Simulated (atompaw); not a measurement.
Logarithmic derivatives: Co, PAW (atompaw)

```json
{
  "Element": "Co (Z = 27)",
  "Generator": "atompaw 4.2.0.5",
  "Type": "PAW",
  "Functional": "PBE",
  "Relativity": "scalar-relativistic",
  "Frozen core": "[Ne]",
  "Valence charge": "17",
  "Reference configuration": "3s2 3p6 3d8 4s1 4p0",
  "Partial waves": "3s (bound): rc 1.35 bohr; 4s (bound): rc 1.65 bohr; 3p (bound): rc 1.40 bohr; 4p (bound, empty): rc 1.65 bohr; 3d (bound): rc 1.65 bohr; 3d channel at 1.2 Ry: rc 1.35 bohr",
  "Local potential": "ultrasoft scheme with l = 3 at 0 Ry, radius 1.60 bohr",
  "Core correction": "smooth core density matched at 1.30 bohr",
  "Augmentation charge": "besselshape compensation charge, radius 1.60 bohr; PAW radius 1.65 bohr; waves and projectors: custom rrkj vanderbiltortho"
}
```

The phase is arctan(r·u′/u) with u = r·R(r), unwrapped; energies in Ry, scanned from -9 to 5 Ry. A pole is an energy at which the radial function vanishes at the test radius. The pseudo phase is shifted by a multiple of π to meet the all-electron one at the reference energy, and phase errors are pseudo minus all-electron; the curves can meet again beyond the range given. Levels narrower than the energy grid can be missing from the lists of poles.

Task: For each channel, where are the poles, and over which energies does the pseudopotential scatter like the atom?

Result:

```
channel  radius (bohr)  reference energy (Ry)  poles, all-electron  poles, pseudo  unbroken range about the reference energy with phases within 0.05 rad  phase error 1 Ry above the reference energy (rad)
      s           1.66                  -0.32                -6.93          -6.94                                                              below 1.3                                             -0.010
      p           1.66                  -0.06                -4.11          -4.11                                                              below 2.5                                             -0.002
      d           1.66                  -0.31                 0.53           0.53                                                        the whole range                                             +0.000
```

Phases in the p channel:

| E (Ry) | all-electron | pseudo |
| --- | --- | --- |
| -9.00 | 1.345 | 1.342 |
| -8.52 | 1.335 | 1.333 |
| -8.04 | 1.324 | 1.321 |
| -7.56 | 1.309 | 1.307 |
| -7.08 | 1.291 | 1.288 |
| -6.60 | 1.266 | 1.263 |
| -6.12 | 1.227 | 1.224 |
| -5.64 | 1.153 | 1.149 |
| -5.16 | 0.935 | 0.930 |
| -4.68 | -0.663 | -0.666 |
| -4.20 | -1.527 | -1.528 |
| -3.72 | -1.673 | -1.674 |
| -3.24 | -1.738 | -1.739 |
| -2.76 | -1.780 | -1.781 |
| -2.28 | -1.814 | -1.815 |
| -1.80 | -1.845 | -1.846 |
| -1.32 | -1.878 | -1.879 |
| -0.84 | -1.914 | -1.914 |
| -0.36 | -1.956 | -1.956 |
| 0.12 | -2.007 | -2.007 |
| 0.60 | -2.072 | -2.072 |
| 1.08 | -2.158 | -2.161 |
| 1.56 | -2.280 | -2.288 |
| 2.04 | -2.459 | -2.480 |
| 2.52 | -2.727 | -2.779 |
| 3.00 | -3.100 | -3.201 |
| 3.48 | -3.514 | -3.645 |
| 3.96 | -3.854 | -3.980 |
| 4.44 | -4.088 | -4.198 |
| 4.92 | -4.244 | -4.340 |
